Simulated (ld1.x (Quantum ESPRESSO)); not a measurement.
## What the settings do to the TM potential of lanthanum

Base potential:

* Element: La
* Generator: ld1.x (Quantum ESPRESSO) 7.5
* Type: norm-conserving Troullier–Martins (Kleinman–Bylander form)
* Functional: LDA (PZ)
* Relativity: scalar-relativistic
* Frozen core: [Xe]
* Valence charge: 3
* Reference configuration: 4f0 5d1 6s1 6p0 (charge +1)
* Partial waves: 6s (bound): rc 3.90 bohr; 6p (bound, empty): rc 3.35 bohr; 5d (bound): rc 3.10 bohr; 4f (bound, empty): rc 1.30 bohr
* Local potential: all-electron potential smoothed inside 3.15 bohr (lloc = -2)
* Core correction: none

Cutoffs, loose and tight: the cutoffs (Ry, on a coarse ladder) from which the occupation-weighted sum of valence levels, in a spherical-Bessel basis at the reference potential, stays within 10 and 1 mRy of its value at 400 Ry. They do not see the model core or the augmentation charge, which bear on the density cutoff. Test errors are all-electron minus pseudo excitation energies from the reference, over the configurations 4f0 5d1 6s2 6p0; 4f0 5d1 6s0 6p0; 4f0 5d1 6s1.5 6p0; 4f0 5d0 6s2 6p0; 4f0 5d1 6s0 6p1; 4f1 5d1 6s0 6p0; 4f0 5d2 6s0 6p0 (two spin-polarised tests are not counted in the largest error). A dash means not determined; rows that change the core or the reference have their own tests. The largest error is taken over the tests solved by every variant that gives reliable tests at all: 4f0 5d0 6s2 6p0; 4f0 5d1 6s0 6p0; 4f0 5d1 6s0 6p1; 4f0 5d1 6s1.5 6p0; 4f0 5d1 6s2 6p0; 4f0 5d2 6s0 6p0.

For the base: The cutoffs count occupied waves only; the empty 4f level needs 160 Ry at the loose tolerance.

A true bound ghost makes a file unfit for plane-wave use even where its test errors are small: the radial tests pick states by their node count and pass the ghost by. Where a test does run into it, the solver fails or the error is huge.

| change | outcome | cutoff, loose | cutoff, tight | bound ghosts | largest test error (meV) |
| --- | --- | --- | --- | --- | --- |
| base | generated | 10 Ry | 15 Ry | s | +180 |
| wave 6s (bound): rc 3.90 bohr becomes 6s (bound): rc 4.64 bohr | generated | 10 Ry | 15 Ry | s | +173 |
| reference 4f0 5d1 6s2 6p0 | generated | 10 Ry | 15 Ry | none | +199 over the solved tests; 1 of 9 tests not solved or not reliable |
| core correction a·sin(br)/r model core inside 0.80 bohr | generated | 10 Ry | 15 Ry | s | -78 |
| wave 4f (bound): rc 1.30 bohr becomes 4f (bound): rc 0.98 bohr | generated | 10 Ry | 15 Ry | s | +180 |
| wave 6p (bound): rc 3.35 bohr becomes 6p (bound): rc 4.32 bohr | generated | 10 Ry | 15 Ry | none | +180 |
| core [Kr] 4d10, valence charge 11; reference 4f0 5s2 5p6 5d0 6s0 6p0; waves now 5s (bound): rc 1.50 bohr; 5p (bound): rc 2.10 bohr; 5d (bound): rc 3.30 bohr; 4f (bound): rc 1.15 bohr; local potential all-electron potential smoothed inside 2.65 bohr (lloc = -1); core correction a·sin(br)/r model core inside 0.55 bohr | generated | 45 Ry | 90 Ry | s, p | 8 of 9 tests not solved or not reliable |
| wave 5d (bound): rc 3.10 bohr becomes 5d (bound): rc 4.36 bohr | generated | 8 Ry | 10 Ry | s | +196 |
| local potential the d channel | generated | 10 Ry | 15 Ry | s, p | +180 |
| fully relativistic | generated | 10 Ry | 15 Ry | s | +178 |

(1) What comes out with this change to the base: type ultrasoft; waves now 6s (bound): rcut 3.40, rcutus 3.90 bohr; 6s channel at 3.1 Ry: rcut 3.40, rcutus 3.90 bohr; 6p (bound): rcut 2.90, rcutus 3.35 bohr; 6p channel at 2.7 Ry: rcut 2.90, rcutus 3.35 bohr; 5d (bound): rcut 2.70, rcutus 3.10 bohr; 5d channel at 2 Ry: rcut 2.70, rcutus 3.10 bohr; 4f (bound): rcut 1.15, rcutus 1.30 bohr; 4f channel at 1.45 Ry: rcut 1.15, rcutus 1.30 bohr; local potential all-electron potential smoothed inside 3.45 bohr (lloc = -2); augmentation built from norm-conserving waves at rcut, not smoothed further?

Results:

(1) outcome: failed: chargeps: negative rho. Cause: the pseudo-density turned negative during the self-consistent test, most likely because a state had been found with a wrong node count and its wave set to zero before.
